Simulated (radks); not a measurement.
Results of a calculation; reference values are marked as such.
Initial-state core-level shifts of the scandium ion Sc2+ when its valence configuration changes from [Ar] 3d1. Code: a radial shooting solver on a logarithmic mesh with Libxc functionals. Model: Dirac Kohn-Sham, LDA (Slater exchange, Perdew-Wang correlation), spin-unpolarised, spherical densities, finite nucleus; open shells fill j = l - 1/2 first; Fermi nuclear charge, rms radius 3.5459 fm. Shifts are changes of the shell-averaged eigenvalues in eV (positive: less bound); the change of the density at the nucleus, which sets a Mossbauer isomer shift, is in e/bohr^3, on a base of 7208.

valence	1s	2s	2p	3p	density at nucleus
4p1	-7.463	-8.546	-8.441	-6.813	+1.6430
3d0.5 4p0.5	-3.602	-4.110	-4.060	-3.337	+0.7504
4s1	-6.392	-7.453	-7.356	-5.775	+7.0137
